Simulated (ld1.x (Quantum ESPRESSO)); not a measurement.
**O (Z = 8), TM semilocal: configuration errors across variants**

- Element: O (Z = 8)
- Generator: ld1.x (Quantum ESPRESSO) 7.5
- Type: norm-conserving Troullier–Martins (semilocal form)
- Functional: PBE
- Relativity: scalar-relativistic
- Frozen core: [He]
- Valence charge: 6
- Reference configuration: 2s2 2p4
- Partial waves: 2p (bound): rc 1.80 bohr; 2s (bound): rc 0.75 bohr
- Local potential: the s channel
- Core correction: Bessel-smoothed model core inside 0.55 bohr

All-electron excitation energies from the reference (eV): (1) 2s2 2p3 16.431; (2) 2s2 2p2 50.017; (3) 2s2 2p1 103.886; (4) 2s1 2p5 14.950; (5) 2s2 2p0 180.791; (6) 2s2 2p4.3 -2.123; (7) 2s0 2p6 29.937.

In the semilocal form every listed channel keeps its own potential, so the choice of the local channel does not act on these tests. It acts once the file is put into the separable form.

A semilocal file is local in each channel, so a ghost entry of none says nothing of the separable form that plane-wave codes build from it.

The overlap operator is not positive definite (basis up to 400 Ry) in “type PAW, which also changes the form from semilocal to separable; waves now 2s (bound): rcut 0.65, rcutus 0.75 bohr; 2s channel at -1.15 Ry: rcut 0.65, rcutus 0.75 bohr; 2p (bound): rcut 1.55, rcutus 1.80 bohr; 2p channel at 2.45 Ry: rcut 1.55, rcutus 1.80 bohr; local potential all-electron potential smoothed inside 1.70 bohr (lloc = -2); augmentation PSQ, inside the norm-conserving radii”. Such files are unfit for use, however small their errors in these radial tests.

2 further variants failed, have other tests or another functional or relativity, and are left out.

Errors AE − PS in meV (a dash: test not solved or not reliable):

| change | (1) | (2) | (3) | (4) | (5) | (6) | (7) | bound ghosts |
| --- | --- | --- | --- | --- | --- | --- | --- | --- |
| base | +10 | +281 | +1450 | -1.9 | +4487 | -1.6 | -5.2 | none |
| core correction Bessel-smoothed model core inside 0.66 bohr | +9.4 | +274 | +1421 | -1.5 | +4412 | -1.6 | -3.7 | none |
| wave 2s (bound): rc 0.75 bohr becomes 2s (bound): rc 0.84 bohr | +10 | +283 | +1456 | -2.1 | +4505 | -1.6 | -6.0 | none |
| all radii but the core radius scaled by about 0.82 (s 0.62, p 1.48 bohr) | +1.3 | +113 | +675 | +11 | +2308 | -0.6 | +43 | none |
| wave 2p (bound): rc 1.80 bohr becomes 2p (bound): rc 2.46 bohr | +98 | +1063 | +4215 | -63 | +11138 | -2.9 | -252 | none |
| type PAW, which also changes the form from semilocal to separable; waves now 2s (bound): rcut 0.65, rcutus 0.75 bohr; 2s channel at -1.15 Ry: rcut 0.65, rcutus 0.75 bohr; 2p (bound): rcut 1.55, rcutus 1.80 bohr; 2p channel at 2.45 Ry: rcut 1.55, rcutus 1.80 bohr; local potential all-electron potential smoothed inside 1.70 bohr (lloc = -2); augmentation PSQ, inside the norm-conserving radii | +1.7 | +20 | +77 | -0.4 | +193 | +0.2 | -1.7 | not determined (overlap not positive) |
| core correction Bessel-smoothed model core inside 0.92 bohr | +9.8 | +278 | +1433 | +2.3 | +4436 | -1.6 | +8.8 | none |

**Question.** Give the same row for: wave 2s (bound): rc 0.75 bohr becomes 2s (bound): rc 0.62 bohr.

**Answer.** +11, +285, +1461, -1.3, +4515, -1.6, -4.0; bound ghosts: none.
